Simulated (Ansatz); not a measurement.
`ClC[SiH2]CCl` → `ClC[SiH2]Cl` + `[CH2]` (triplet) at 298.15 K and 1 bar (formal loss of a carbene).

Program: Ansatz. Geometries: PBE0-D4/def2-TZVP. ΔE: electronic, gas phase. CBS: MP2 limit from def2 TZ/QZ plus the TZ coupled-cluster correction, frozen cores. This one scheme is used for every species. Triplets are unrestricted, without spin–orbit coupling. Each species was taken in one conformer, which may not be the lowest.

```
          species  CCSD(T)/CBS energy (Eh)  H − E (kJ/mol)  S (J/(mol·K))
   `ClC[SiH2]CCl`              -1288.35690           216.3          359.4
    `ClC[SiH2]Cl`              -1249.14529           141.8          331.0
`[CH2]` (triplet)                -39.09499            55.4          195.3
```

H − E and S are ideal-gas, rigid-rotor, harmonic terms from PBE0-D4/def2-TZVP, for one conformer and one mirror image of each species, with the whole ground term of open shells counted as degenerate. 1 Eh = 2625.50 kJ/mol, R = 8.31446 J/(mol·K).

Question: By hand: ΔE, ΔH, ΔS and ΔG.

Answer: ΔE = (-1249.14529) + (-39.09499) − (-1288.35690) = 0.11662 Eh = 306.2 kJ/mol. Δ(H − E) = 141.8 + 55.4 − 216.3 = -19.1, so ΔH = 287.1 kJ/mol. ΔS = 331.0 + 195.3 − 359.4 = 166.9 J/(mol·K). ΔG = 287.1 − 298.15 × (166.9)/1000 = 237.3 kJ/mol.

Question: By hand: the equilibrium constant, and the temperature at which ΔG would vanish if ΔH and ΔS stayed fixed.

Answer: log₁₀ K = −ΔG/(RT ln 10) = -41.6. ΔG = 0 at ΔH/ΔS = 1720 K.

The number of gas molecules changes by +1, which sets the sign of ΔS. A doubt of 5 kJ/mol in ΔE shifts log₁₀ K by 0.9 here. Other conformers and mirror images would add mixing entropy, several J/(mol·K) or more a flexible species. Modes under 60 cm⁻¹, often nearly free rotors, make the harmonic entropy too high. A triplet takes part, so the spin changes. These are equilibria of isolated gas molecules and say nothing of rates. Largest T1 diagnostic: 0.011 (customary marks: 0.02 for closed shells, 0.045 for open ones).
